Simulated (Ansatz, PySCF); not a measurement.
Gas-phase reaction (SMILES): O[Si](O)(O)Cl [chloro(trihydroxy)silane] + S (H2S) → O[Si](O)(O)S [thiosilicic acid] + Cl (HCl); hydrogen sulfide cleaves one Si-Cl bond, a model of a ligand-exchange step.

Each molecule is optimised on its own at B3LYP-D3(BJ)/def2-TZVP (Ansatz, an electronic-structure program), one conformer each, not searched for the lowest. Cores are frozen in the correlated levels unless marked. No spin-orbit coupling. No relativistic terms. CBS(X,Y): correlation extrapolated as X^-3; Hartree-Fock from the larger set. The bracket is a focal-point correction in the basis named. Thermal terms are rigid-rotor harmonic-oscillator values from B3LYP-D3(BJ) frequencies (Ansatz or PySCF) at 298.15 K and 1 atm. 1 Eh = 627.5095 kcal/mol.

```json
[
 {"species": "O[Si](O)(O)Cl", "E, RI-MP2/CBS(aug-cc-pV(T+d)Z,aug-cc-pV(Q+d)Z)+[CCSD(T)-MP2]/aug-cc-pV(T+d)Z (Ansatz) (Eh)": "-976.40476", "E, wB97X-V/def2-TZVPD (Ansatz) (Eh)": "-977.33141", "H - E (Eh)": "0.05273"},
 {"species": "S (H2S)", "E, RI-MP2/CBS(aug-cc-pV(T+d)Z,aug-cc-pV(Q+d)Z)+[CCSD(T)-MP2]/aug-cc-pV(T+d)Z (Ansatz) (Eh)": "-398.97028", "E, wB97X-V/def2-TZVPD (Ansatz) (Eh)": "-399.34268", "H - E (Eh)": "0.01881"},
 {"species": "O[Si](O)(O)S", "E, RI-MP2/CBS(aug-cc-pV(T+d)Z,aug-cc-pV(Q+d)Z)+[CCSD(T)-MP2]/aug-cc-pV(T+d)Z (Ansatz) (Eh)": "-914.97983", "E, wB97X-V/def2-TZVPD (Ansatz) (Eh)": "-915.90816", "H - E (Eh)": "0.06153"},
 {"species": "Cl (HCl)", "E, RI-MP2/CBS(aug-cc-pV(T+d)Z,aug-cc-pV(Q+d)Z)+[CCSD(T)-MP2]/aug-cc-pV(T+d)Z (Ansatz) (Eh)": "-460.37874", "E, wB97X-V/def2-TZVPD (Ansatz) (Eh)": "-460.74931", "H - E (Eh)": "0.01000"}
]
```

Q: Work out ΔE and ΔH at 298.15 K at the first level, then ΔH at the second.

A: 
1. ΔE = [(-914.97983) + (-460.37874)] - [(-976.40476) + (-398.97028)] = 0.01647 Eh = 10.3 kcal/mol at RI-MP2/CBS(aug-cc-pV(T+d)Z,aug-cc-pV(Q+d)Z)+[CCSD(T)-MP2]/aug-cc-pV(T+d)Z.
2. The terms H - E add up to -0.00001 Eh, so ΔH = (0.01647 + (-0.00001))×627.5095 = 10.3 kcal/mol.
3. At wB97X-V/def2-TZVPD the same steps give ΔE = 10.4 and ΔH = 10.4 kcal/mol, a shift of +0.1 from the first level.
4. These values are not checked against measurement here, since the tables used lack a sound gas-phase enthalpy of formation for at least one species.
